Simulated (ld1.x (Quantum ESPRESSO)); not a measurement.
# oxygen: excitation energies, all-electron against TM

```json
{"Element": "O (Z = 8)", "Generator": "ld1.x (Quantum ESPRESSO) 7.5", "Type": "norm-conserving Troullier–Martins (Kleinman–Bylander form)", "Functional": "PBE", "Relativity": "non-relativistic", "Frozen core": "[He]", "Valence charge": "6", "Reference configuration": "2s1.5 2p4.5", "Partial waves": "2s (bound): rc 0.90 bohr; 3d channel at 0.4 Ry: rc 1.40 bohr; 2p (bound): rc 1.55 bohr", "Local potential": "the p channel", "Core correction": "Bessel-smoothed model core, default radius (core density twice the valence density)"}
```

Energies are relative to the spin-unpolarised reference configuration 2s1.5 2p4.5; without spin polarisation the order of configurations can differ from experiment.

Task: Give the all-electron excitation energy and the error of the potential for: 2s2 2p4; 2s2 2p3; 2s2 2p2; 2s1 2p5; 2s0 2p6; 2s2 2p3.5; 2s2 2p1.

Result:

| valence configuration | charge | ΔE all-electron (eV) | error AE − PS (meV) |
| --- | --- | --- | --- |
| 2s2 2p4 | 0 | -7.443 | +1.7 |
| 2s2 2p3 | +1 | 8.996 | +36 |
| 2s2 2p2 | +2 | 42.589 | +215 |
| 2s1 2p5 | 0 | 7.453 | +2.0 |
| 2s0 2p6 | 0 | 22.385 | +18 |
| 2s2 2p3.5 | +0.5 | -1.154 | +14 |
| 2s2 2p1 | +3 | 96.461 | +923 |
